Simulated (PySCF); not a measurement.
A calculated (BP86, PySCF 2.14, aug-cc-pV(D+d)Z, the non-relativistic Hamiltonian (point nucleus)) atom or ion has these occupied shells.

| shell | electrons | orbital energy (eV) | rms radius, mean of both spins (bohr) |
| --- | --- | --- | --- |
| 1s | 2 | -2120.7 | 0.120 |
| 2s | 2 | -212.26 | 0.566 |
| 2p | 6 | -163.91 | 0.541 |
| 3s | 2 | -45.735 | 1.80 |

Q: Name the element and its charge.

A: P³⁺ (phosphorus, charge +3), in [Ne] 3s2, closed-shell 1S.
